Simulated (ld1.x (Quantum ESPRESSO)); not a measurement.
**Ga, TM: configuration errors across variants**

Ga (Z = 31), norm-conserving Troullier–Martins (Kleinman–Bylander form), made with ld1.x (Quantum ESPRESSO) 7.5 (PW91, scalar-relativistic). Core [Ar] 3d10, reference 4s2 4p1. Waves: 4s (bound): rc 1.95 bohr; 4p (bound): rc 2.40 bohr. Local part: the p channel. Core correction: a·sin(br)/r model core inside 1.25 bohr.

All-electron excitation energies from the reference (eV): (1) 4s2 4p0 5.747; (2) 4s1 4p0 26.969; (3) 4s2 4p0.5 2.055; (4) 4s2 4p1.3 -0.544; (5) 4s1 4p1 13.146; (6) 4s1 4p2 6.569; (7) 4s0 4p3 13.432.

A true bound ghost makes a file unfit for plane-wave use even where its test errors are small: the radial tests pick states by their node count and pass the ghost by.

Errors AE − PS in meV (a dash: test not solved or not reliable):

| change | (1) | (2) | (3) | (4) | (5) | (6) | (7) | bound ghosts |
| --- | --- | --- | --- | --- | --- | --- | --- | --- |
| base | -14 | -206 | -2.2 | -0.1 | -55 | -19 | -70 | s |
| wave 4p (bound): rc 2.40 bohr becomes 4p (bound): rc 1.56 bohr | -13 | -194 | -1.9 | -0.1 | -49 | -17 | -63 | s |
| wave 4p (bound): rc 2.40 bohr becomes 4p (bound): rc 1.78 bohr | -14 | -201 | -2.1 | -0.1 | -54 | -19 | -71 | s |
| wave 4p (bound): rc 2.40 bohr becomes 4p (bound): rc 2.10 bohr | -15 | -210 | -2.3 | -0.1 | -57 | -21 | -76 | s |
| wave 4p (bound): rc 2.40 bohr becomes 4p (bound): rc 2.36 bohr | -14 | -206 | -2.2 | -0.1 | -55 | -19 | -70 | s |
| wave 4p (bound): rc 2.40 bohr becomes 4p (bound): rc 2.58 bohr | -14 | -206 | -2.1 | -0.1 | -52 | -17 | -63 | s |
| wave 4p (bound): rc 2.40 bohr becomes 4p (bound): rc 2.90 bohr | -15 | -211 | -2.1 | -0.1 | -48 | -14 | -46 | none |
| wave 4p (bound): rc 2.40 bohr becomes 4p (bound): rc 3.08 bohr | -16 | -215 | -2.1 | -0.1 | -46 | -12 | -40 | none |
| wave 4p (bound): rc 2.40 bohr becomes 4p (bound): rc 3.30 bohr | -17 | -220 | -2.2 | 0.0 | -44 | -10 | -31 | none |

Task: Give the same row for: wave 4p (bound): rc 2.40 bohr becomes 4p (bound): rc 3.54 bohr.

Result: -17, -224, -2.3, 0.0, -42, -8.8, -25; bound ghosts: none.
